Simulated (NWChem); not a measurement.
**Atomisation of C$_{3}$H$_{7}$FSi**

```
Si
H 1 1.4943
H 1 1.4950 2 109.44
C 1 1.8711 2 109.33 3 121.91
C 4 1.3388 1 123.61 2 6.09
H 5 1.0961 4 122.12 1 179.66
H 5 1.0962 6 116.01 4 -179.75
H 4 1.0989 5 117.74 6 -0.11
C 1 1.9055 2 109.18 3 -117.67
F 9 1.3807 1 109.90 2 62.34
H 9 1.1050 10 109.16 1 121.60
H 9 1.1054 11 107.00 10 -117.89
```
Charge 0, spin multiplicity 1.

All runs are NWChem calculations. The geometry was optimised at PBE0/def2-SVP, a minimum by its harmonic frequencies. It is one conformer; others weren't searched.

Basis set: def2-SVP. The atomisation energy is electronic alone: no zero-point, thermal, spin-orbit or counterpoise terms. No value is extrapolated to the basis-set limit. Free atoms are single determinants with multiplicities C 3, Si 3, F 2, H 2. Correlated methods freeze the same cores in atoms and molecule, 9 orbitals in all.

B3LYP has NWChem's definition, with VWN1-RPA local correlation. The structure started from a generated list of species. No SCF solution was tested for a lower state. Open-shell Hartree-Fock references start from PBE0 orbitals.

**Question.** For the atomisation energy, HF gives 808.9 kcal/mol and BHandHLYP gives 1046.2 kcal/mol. What do PBE0, MP2, B3LYP give?

**Answer.** PBE0: 1078.6 kcal/mol; MP2: 1031.1 kcal/mol; B3LYP: 1071.5 kcal/mol.
